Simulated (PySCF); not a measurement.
# Vertical excitation energies

Compound: C₂H₆F₂GeS.
SMILES: `C[S][GeH2][CH](F)F`

Theory: PySCF, TDDFT B3LYP/def2-SVPD, vertical, gas phase, core orbitals frozen in the response. One conformer (not necessarily the lowest) at the PBE0-D3(BJ)/def2-SVP geometry, without solvent, vibrations or thermal averaging. The B3LYP/def2-SVPD calculation is non-relativistic and has no spin–orbit coupling, an omission that weighs most on germanium. Torsions of this conformer, `[CH3:1][S:2][GeH2:3][CH:4]([F:5])[F:6]`: C1–S2–Ge3–C4 -168°, S2–Ge3–C4–F5 72°.

```json
{"state": "S1", "E (eV)": "5.08", "λ (nm)": "244.2", "ν̃ (cm⁻¹)": "40950", "f": "0.0056", "|μ| (D)": "0.54", "main configurations (H = HOMO, L = LUMO)": "H→L (98%)"}
{"state": "S2", "E (eV)": "5.73", "λ (nm)": "216.4", "ν̃ (cm⁻¹)": "46220", "f": "0.010", "|μ| (D)": "0.68", "main configurations (H = HOMO, L = LUMO)": "H→L+1 (87%), H→L+2 (12%)"}
{"state": "S3", "E (eV)": "6.00", "λ (nm)": "206.8", "ν̃ (cm⁻¹)": "48360", "f": "0.0012", "|μ| (D)": "0.23", "main configurations (H = HOMO, L = LUMO)": "H→L+2 (88%), H→L+1 (12%)"}
{"state": "S4", "E (eV)": "6.47", "λ (nm)": "191.7", "ν̃ (cm⁻¹)": "52170", "f": "0.0087", "|μ| (D)": "0.59", "main configurations (H = HOMO, L = LUMO)": "H→L+3 (86%)"}
{"state": "S5", "E (eV)": "6.66", "λ (nm)": "186.2", "ν̃ (cm⁻¹)": "53700", "f": "0.0016", "|μ| (D)": "0.26", "main configurations (H = HOMO, L = LUMO)": "H→L+4 (81%)"}
{"state": "S6", "E (eV)": "6.83", "λ (nm)": "181.4", "ν̃ (cm⁻¹)": "55130", "f": "0.0090", "|μ| (D)": "0.59", "main configurations (H = HOMO, L = LUMO)": "H→L+5 (76%), H-1→L (10%)"}
{"state": "S7", "E (eV)": "6.96", "λ (nm)": "178.2", "ν̃ (cm⁻¹)": "56120", "f": "0.0029", "|μ| (D)": "0.33", "main configurations (H = HOMO, L = LUMO)": "H-1→L (66%), H-2→L (28%)"}
{"state": "S8", "E (eV)": "7.20", "λ (nm)": "172.2", "ν̃ (cm⁻¹)": "58090", "f": "0.085", "|μ| (D)": "1.76", "main configurations (H = HOMO, L = LUMO)": "H→L+6 (70%), H-2→L (16%)"}
{"state": "S9", "E (eV)": "7.24", "λ (nm)": "171.4", "ν̃ (cm⁻¹)": "58350", "f": "0.014", "|μ| (D)": "0.72", "main configurations (H = HOMO, L = LUMO)": "H-1→L+1 (28%), H→L+6 (24%), H-2→L (20%)"}
{"state": "S10", "E (eV)": "7.46", "λ (nm)": "166.3", "ν̃ (cm⁻¹)": "60130", "f": "0.054", "|μ| (D)": "1.38", "main configurations (H = HOMO, L = LUMO)": "H-1→L+1 (39%), H-1→L+2 (23%), H→L+7 (21%)"}
```

Triplets, Tamm–Dancoff:

| state | E (eV) | λ (nm) | main configurations (H = HOMO, L = LUMO) |
| --- | --- | --- | --- |
| T1 | 4.74 | 261.8 | H→L (95%) |
| T2 | 5.23 | 236.9 | H→L+1 (91%) |
| T3 | 5.84 | 212.2 | H→L+2 (96%) |
| T4 | 6.19 | 200.2 | H-1→L (46%), H-2→L (34%) |

The lowest singlet comes at 244 nm (490 kJ/mol) in the ultraviolet; it is weak; its leading configuration is HOMO→LUMO (98%). The most intense listed level is S8 at 7.20 eV (172 nm, f = 0.085), 2.13 eV above S1. Löwdin shares by element: HOMO sulfur 71%, carbon 11% or more, germanium 9%; LUMO sulfur 34%, germanium 26%, hydrogen 18% or more (atoms not listed hold the other 22%). The oscillator strengths of these states sum to 0.192; summed over the whole spectrum of an exact calculation they would give the number of electrons, 84 (Thomas–Reiche–Kuhn). The listed states span 2.38 eV, and the widest gap between neighbours is 0.65 eV (S1 to S2). Weighted by f, the mean energy of these states is 7.07 eV. No computed singlet lies in the visible range (380 to 750 nm); the lowest, at 244 nm, stands 1.81 eV above its violet end (3.26 eV). The vertical ionisation energy (ΔSCF) is 9.14 eV, 1.69 eV above S10. The window holds the lowest 10 singlets.
